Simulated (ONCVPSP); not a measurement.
Si: one change to an ONCV potential, before and after

```
Element                 : Si
Generator               : ONCVPSP 4.0.1
Type                    : optimised norm-conserving Vanderbilt (ONCV)
Functional              : PBE
Relativity              : non-relativistic
Frozen core             : [Ne]
Valence charge          : 4
Reference configuration : 3s2 3p2
Partial waves           : 3s: rc 1.95 bohr, ncon 4, nbas 8, qcut 3.1 1/bohr, 2 projectors, debl 0.8 Ha; 3p: rc 2.20 bohr, ncon 4, nbas 8, qcut 3.4 1/bohr, 2 projectors, debl 0.8 Ha; d scattering state at 0.18 Ha: rc 2.35 bohr, ncon 5, nbas 8, qcut 4.3 1/bohr, 2 projectors, debl 0.8 Ha
Local potential         : polynomial inside 1.95 bohr (lpopt 2, dvloc0 1 Ha)
Core correction         : Teter function, fcfact 6, rcfact 1.45
```

Change: local potential polynomial inside 1.95 bohr (lpopt 2, dvloc0 9.5 Ha).

Cutoffs: the cutoffs (Ha) at which the residual kinetic energy of the hardest occupied pseudo-wave falls to 1 and 0.1 mHa per electron; they do not see the model core or the augmentation charge, which bear on the density cutoff. Errors are all-electron minus pseudo energies relative to the spin-unpolarised reference configuration.

What does the change do?

The potential gets neither clearly harder nor softer (14 Ha and 42 Ha → 14 Ha and 42 Ha); the errors of the 4 common tests hardly move; the range in which the s phases agree widens (upper end 2.8 → at the end of the scan); the range in which the d phases agree narrows (upper end at the end of the scan → 2.3); neither file shows a bound ghost.

```csv
quantity,base,changed
"cutoff, loose",14 Ha,14 Ha
"cutoff, tight",42 Ha,42 Ha
bound ghosts,none,none
GHOST(+) flags under 300 eV,none,none
"error for 3s2 3p1, meV [ΔE 7.75 eV]",+2.4,+2.4
"error for 3s2 3p0, meV [ΔE 23.76 eV]",+9.3,+9.3
"error for 3s1 3p0, meV [ΔE 57.66 eV]",-51,-52
"error for 3s0 3p4, meV [ΔE 13.66 eV]",-36,-36
s: phases at 1.98 bohr within 0.05 rad from the reference energy up to (Ha; the scan ends near 5),2.8,to the end of the scan
p: phases at 2.23 bohr within 0.05 rad from the reference energy up to (Ha; the scan ends near 5),2.5,2.5
d: phases at 2.38 bohr within 0.05 rad from the reference energy up to (Ha; the scan ends near 5),to the end of the scan,2.3
"rms error of d²Exc/dni dnj with the model core, mHa",1.51,1.51
```
